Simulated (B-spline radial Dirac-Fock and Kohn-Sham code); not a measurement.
# X-ray scattering factor of Yb⁴⁹⁺

System: Yb⁴⁹⁺, configuration 1s2 2s2 2p6 3s2 3p6 3d3.

Input file task.json (cfg lists n, l and occupation; rrms is the nuclear radius in fm):

```json
{"items": [{
  "Z": 70,
  "q": 49,
  "cfg": [[1, 0, 2], [2, 0, 2], [2, 1, 6], [3, 0, 2], [3, 1, 6], [3, 2, 3]],
  "A": 174,
  "rrms": 5.3108,
  "do": ["scatter"],
  "s": [0.0, 0.05, 0.1, 0.15, 0.2, 0.25, 0.3, 0.35, 0.4, 0.45, 0.5, 0.6, 0.7, 0.8, 0.9, 1.0, 1.1, 1.2, 1.4, 1.6, 1.8, 2.0, 2.5, 3.0, 3.5, 4.0, 5.0, 6.0],
  "pz": [0, 0.1, 0.15, 0.21, 0.31, 0.45, 0.66, 0.97, 1.4, 2.1, 3.0, 4.4, 6.4, 9.4, 14.0, 20.0, 29.0, 43.0, 62.0, 91.0, 130.0],
  "hv_scatter": [1000, 2000, 10000, 17479.3, 30000, 100000, 200000, 1000000]
}]}
```

Run with: `python xray_run.py task.json out`

The computed values come from an atomic code on a B-spline grid: configuration-average Dirac-Fock orbitals. f₀ is the Fourier transform of the spherical electron density, S the Waller-Hartree incoherent function, and s = sin θ/λ.

```
s (Å⁻¹)      f₀       S
      0  21.000   0.000
   0.05  20.990   0.010
    0.1  20.960   0.039
   0.15  20.910   0.088
    0.2  20.840   0.157
   0.25  20.751   0.244
    0.3  20.644   0.349
   0.35  20.517   0.472
    0.4  20.372   0.612
   0.45  20.210   0.768
    0.5  20.032   0.939
    0.6  19.626   1.324
    0.7  19.163   1.759
    0.8  18.649   2.235
    0.9  18.092   2.743
      1  17.499   3.276
    1.1  16.879   3.824
    1.2  16.240   4.382
    1.4  14.933   5.497
    1.6  13.635   6.579
    1.8  12.394   7.600
      2  11.244   8.545
    2.5   8.887  10.553
      3   7.283  12.107
    3.5   6.255  13.322
      4   5.568  14.304
      5   4.570  15.843
      6   3.687  17.002
```

f₀ starts at the number of electrons, 21, and has fallen to half at s ≈ 2.16 Å⁻¹. The sum of ⟨r²⟩ over the electrons is 0.5442 bohr².
